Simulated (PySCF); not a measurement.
# Computed spin Hamiltonian

C3H4ClOSi (doublet state).
Z-matrix (Å and degrees, GFN2-xTB geometry), rows numbered from 1:
```
O 
C   1  1.1984
C   2  1.4849  1  124.28
Cl  3  1.7498  2  113.55  1   179.68
C   3  1.3049  2  121.89  1    -0.40
Si  5  1.8574  3  133.85  2    -0.38
H   2  1.1026  1  122.80  3   179.99
H   6  1.4617  5  107.40  3   -60.57
H   6  1.4617  5  108.14  3    61.72
H   6  1.4644  5  106.06  3  -179.43
```

The hyperfine couplings belong to this conformer and change with its torsions.

As a line formula: `O=C/C(Cl)=[C]\[SiH3]` [radical].

Method used: PySCF, UKS B3LYP, pcH-1 on C Cl H O Si, non-relativistic, mean-field spin-orbit, GIAO. Geometry: GFN2-xTB, one conformer, isolated molecule. The geometry wasn't refined by DFT: couplings that depend on bond lengths, twists or pyramidal angles can differ widely from those at the functional's own minimum. Stability of the SCF solution: not tested.

```json
{
  "g1, g2, g3": "1.99867, 2.00196, 2.00384",
  "g_iso": "2.00149",
  "Form of g": "rhombic: the two nearest values differ by 36 % of g3 − g1",
  "⟨S²⟩": "0.7625 (exact 0.7500)",
  "α and β electrons": "31, 30",
  "HOMO–LUMO gap, α and β orbitals": "4.55, 4.11 eV"
}
```

Hyperfine couplings atom by atom, in mT; T1 to T3 are the principal values of the dipolar part (MHz turned into mT with g_iso):

```
atom  isotope  a_iso  of which spin–orbit     T1     T2    T3  Mulliken spin population
  O1      17O   0.04                 0.00  -0.16  -0.12  0.28                     -0.03
  C2      13C   1.82                 0.00  -0.23  -0.13  0.36                      0.05
  C3      13C  -1.52                 0.00  -0.68  -0.04  0.72                     -0.13
 Cl4     35Cl   0.69                 0.02  -0.65  -0.43  1.08                      0.06
  C5      13C   9.17                -0.01  -2.87  -2.06  4.93                      0.99
 Si6     29Si  -0.32                 0.00  -0.38   0.19  0.19                     -0.01
  H7       1H   1.14                 0.00  -0.11  -0.04  0.15                      0.02
  H8       1H   1.39                 0.00  -0.12  -0.07  0.20                      0.02
  H9       1H   1.38                 0.00  -0.12  -0.07  0.19                      0.02
 H10       1H   1.25                 0.00  -0.13  -0.10  0.23                      0.02
```

The Mulliken spin populations are largest on C5 (+0.99) and C3 (-0.13). C5 is the only atom above +0.15.

Axes: g1 points within 12° of the C3–C5 bond.

Under fast tumbling the dipolar parts average out, and these isotropic splittings remain: 3 × 1H (H8/H9/H10, I = 1/2, 4 lines) with 1.34 mT, 1 × 1H (H7, I = 1/2, 2 lines) with 1.14 mT and 1 × 35Cl (Cl4, I = 3/2, 4 lines) with 0.69 mT.

Class means assume fast exchange of nuclei equivalent by connectivity; if that motion is slow, each nucleus keeps its own coupling.

Main isotope only: 35Cl (natural samples also hold 24 % 37Cl, magnetic too, which adds its own pattern).

The 29Si coupling of Si6 (-8.9 MHz) shows only in satellite lines or after enrichment, since that isotope makes up about 4.7 % of natural silicon.

The 13C coupling of C5 (256.9 MHz) shows only in satellite lines or after enrichment, since that isotope makes up about 1.07 % of natural carbon.

β density exceeds α density at some nuclei, such as C3 (-0.0377) and O1 (-0.0017), spin density in bohr⁻³. In a single determinant that takes different orbitals for the two spins, that is spin polarisation.

On an Arm Neoverse V2 with one thread, shared host, this took 38 s wall (with the writing of density and orbital grids) and 0.70 GiB of memory at its peak.
